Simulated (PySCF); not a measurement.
GeH2Br2, SMILES [Br][GeH2][Br]. The structure is a stationary point at PBE-D3(BJ)/def2-SVP.

Computed with PBE-D3(BJ)/def2-SVP in PySCF.

Harmonic wavenumbers (cm⁻¹): 94, 285, 315, 463, 609, 729, 815, 2092, 2115. Rotational constants (GHz): 5.135, 0.8725, 0.7534; symmetry number 2.

Problem. Work out the zero-point energy and the ideal-gas rigid-rotor harmonic-oscillator thermochemistry at 298.15 K and 1 atm.

Solution. ZPE = ½ Σ hcν = ½ × 7517 cm⁻¹ = 10.75 kcal/mol. H − E(el) = 14.48 kcal/mol. Entropy in cal/(mol K): translation 42.26, rotation 27.57, vibration 8.07, total 77.90. G − E(el) = -8.75 kcal/mol. Cp = 17.01 cal/(mol K). Modes under 150 cm⁻¹ make the vibrational entropy uncertain.
